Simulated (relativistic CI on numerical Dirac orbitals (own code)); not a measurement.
Method of calculation: Dirac-Coulomb-Breit CI, orbitals from a KLI potential per configuration, QED by a radiative potential, unscaled Slater integrals (own radial code, finite nucleus).

The strongest absorption lines from the ground level of an ion, among the configurations computed and to levels below about 658 eV (vacuum wavelength in nm, gf): 3.6957 (0.09), 3.9712 (1.1), 3.9823 (2.8), 4.0061 (3.2), 5.0182 (1.1), 5.0628 (0.28), 5.4043 (0.68), 6.1747 (0.7).

Which ion is it?
A. Rn53+
B. W41+
C. Pb49+
D. Pt45+

D. Pt45+ has 33 electrons and the ground level 4s2.4p3 2P°_3/2; the strongest line goes to 4s2.4p2.4d 2D_5/2. The pattern of lines fixes the number of electrons, and along that sequence the line energies rise steadily with the charge (about as its square where n changes within one kind of shell, about linearly where n is kept but much faster in heavy ions where fine structure, which grows about as Z⁴, sets the gap, and irregularly where shells cross), which fixes Z. Configurations outside the model, such as inner-shell arrays, can give stronger lines. At this charge energies of transitions that change n are usually good to better than 1 %, and those within a shell (Δn = 0) to a few per cent.

LS names give the leading component of a level, which can be under half, so a name can repeat, a term be missing and a line seem to break the LS rules.
